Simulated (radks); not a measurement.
Coherent X-ray form factor from a spherical all-electron density. Calculated with a radial shooting solver on a logarithmic mesh with Libxc functionals: Dirac Kohn-Sham, PBE, spin-unpolarised, spherical densities, point nucleus.

sin(theta)/lambda (1/angstrom),f0 (electrons)
0.05,24.926
0.1,24.708
0.15,24.349
0.2,23.861
0.25,23.255
0.3,22.546
0.4,20.886
0.5,19.024
0.6,17.097
0.8,13.487
1,10.622
1.25,8.225
1.5,6.823
2,5.365

The species is in the configuration that NIST lists as its ground one. Which atom or ion scatters so?

Answer. The strontium ion Sr13+, [Ar] 3d7. Extrapolating in s^2 from the first two rows gives f0(0) = 25.0, near the electron count 25; among species with that count, the fall with angle is slower the higher Z, and the table is that of Z = 38; from so few rows the species is fixed only to a neighbour or two.
